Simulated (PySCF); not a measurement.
C₆ coefficients of unlike pairs at PBE0

Calculated with PySCF 2.14 from the dipole response of each species, C₆(A,B) = (3/π) ∫ α_A(iu) α_B(iu) du, in atomic units, from isotropic polarisabilities. For ions this is the dispersion term alone; charge-induced terms of lower order in 1/R come first.

```json
{"species": "P²⁺", "configuration": "[Ne] 3s2 3p1 (2P)", "basis": "def2-QZVPPD (10s6p5d2f1g)", "relativity": "none", "α (bohr³)": "9.281", "C₆ (like pair)": "33.59"}
{"species": "Fe²⁺", "configuration": "[Ar] 3d6 (5D)", "basis": "x2c-TZVPPall with one added diffuse shell each of s, p, d, f type (7s6p5d3f1g)", "relativity": "spin-free X2C", "α (bohr³)": "3.756", "C₆ (like pair)": "10.76"}
{"species": "V⁺", "configuration": "[Ar] 3d4 (5D)", "basis": "dyall-av2z (16s12p7d2f)", "relativity": "none", "α (bohr³)": "14.95", "C₆ (like pair)": "54.23"}
```

Q: Estimate C₆ for Fe²⁺ with P²⁺.

A: The integral gives 17.61. The combination rule 2 C_A C_B / (C_A α_B/α_A + C_B α_A/α_B) gives 17.99 and the geometric mean 19.01.

No spin-orbit coupling is included.

The other pairs:

```csv
pair,C₆
"V⁺, Fe²⁺",22.57
"V⁺, P²⁺",41.96
```
